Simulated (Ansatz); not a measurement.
Coupled-cluster diagnostics for Si₃B⁻, Ansatz.

Geometry of the singlet (PBE0-D4/def2-TZVPD):

| atom | x (Å) | y (Å) | z (Å) |
| --- | --- | --- | --- |
| B1 | 1.4206 | 0.2278 | -0.3228 |
| Si2 | 0.6435 | 0.6664 | -1.9109 |
| Si3 | -1.8502 | -0.7355 | 1.7963 |
| Si4 | -0.2139 | -0.1586 | 0.4374 |

Correlated methods freeze 16 core orbitals. Another isomer (singlet) lies 2.73 eV lower at PBE0-D4/def2-TZVPD; other spin states weren't run for this one.

**Question.** Estimate the CCSD(T) correlation energy, the shares of MP2 and (T), T1 and the reference's ⟨S²⟩ for: charge -1, singlet, own geometry in def2-TZVPPD; and the rough time on 2 threads of Arm Neoverse V2 on a shared host.

**Answer.** 
| state | basis | correlation (eV) | MP2 share (%) | (T) share (%) | T1 | ⟨S²⟩ (pure) | wall time | remarks |
| --- | --- | --- | --- | --- | --- | --- | --- | --- |
| charge -1, singlet, own geometry | def2-TZVPPD | -13.416 | 85.9 | 8.3 | 0.039 | 0.00 (0.00) | 79 s | large T1, restricted SCF unstable |
Customary marks for T1 are 0.02 (closed shells), 0.045 (open shells) and about 0.05 (3d metals). T1 exceeds 0.02 in 1 of 1 rows and 0.045 in 0; the higher it lies, the less the single-reference result can be trusted.
